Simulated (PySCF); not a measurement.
Atoms are numbered as in `[O:1]=[C:2]([OH:3])[c:4]1[cH:5][cH:6][cH:7][c:8]([F:9])[cH:10]1`. Each H is labelled by its parent atom.

GIAO PBE0/pcSseg-1 shifts (PySCF 2.14, gas phase, non-relativistic, equivalent atoms averaged), each against references optimised in the same way as the molecule (H2O, TMS, CFCl3).

On the GFN2-xTB geometry: O1 418.2, O3 199.4, C8 172.6, C2 169.9, C6 135.5, C4 135.4, C5 133.3, C7 126.9, C10 123.8, F9 -115.2, H(C5) 8.41, H(C10) 8.17, H(C6) 7.81, H(C7) 7.59, H(O3) 6.44 ppm.

Q: What changes on the PBE0-D3(BJ)/def2-SVP geometry?

A: 
| atoms | δ (ppm) | change |
| --- | --- | --- |
| O1 | 412.3 | -5.9 |
| O3 | 200.6 | +1.2 |
| C8 | 169.9 | -2.7 |
| C2 | 167.9 | -2.0 |
| C6 | 135.2 | -0.3 |
| C4 | 134.4 | -1.0 |
| C5 | 132.7 | -0.6 |
| C7 | 126.2 | -0.7 |
| C10 | 122.4 | -1.4 |
| F9 | -111.0 | +4.2 |
| H(C5) | 8.24 | -0.17 |
| H(C10) | 7.89 | -0.28 |
| H(C6) | 7.59 | -0.22 |
| H(C7) | 7.37 | -0.22 |
| H(O3) | 5.94 | -0.50 |

Unscaled 19F shifts against computed CFCl3 carry errors that often reach 10 to 50 ppm.

Bonds between heavy atoms that differ most (equivalent bonds averaged): C8–F9 1.347 → 1.331 Å, C5–C6 1.382 → 1.391 Å, C6–C7 1.385 → 1.394 Å, C8–C10 1.381 → 1.388 Å, C10–C4 1.392 → 1.398 Å. Mean change of bonds to hydrogen: O–H -0.001 Å, C–H +0.013 Å.
